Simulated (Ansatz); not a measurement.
A structure relaxed at PBE0-D4/def2-TZVP, charge 0, multiplicity 1:

Cartesian coordinates in Å:
```
O -1.3066 -0.5608 1.2043
C -0.1519 0.2593 1.0734
Si 0.7780 -0.1678 -0.5048
O -0.3366 -0.2338 -1.7303
H -1.7484 -0.5912 0.3500
H 0.4740 0.0752 1.9519
H -0.4158 1.3280 1.0998
H 1.8304 0.8480 -0.7973
H 1.3708 -1.5231 -0.4150
H -0.4940 0.5663 -2.2320
```

Problem. Give its formula and SMILES.

Solution. CH6O2Si, `OC[SiH2]O`.

Problem. Summarise the bond lengths by kind.

Solution. 1 × C–O 1.422 Å; 2 × H–O 0.957 to 0.962 Å; 1 × C–Si 1.881 Å; 2 × C–H 1.094 to 1.101 Å; 1 × O–Si 1.658 Å; 2 × H–Si 1.482 to 1.492 Å.

Computed with Ansatz.
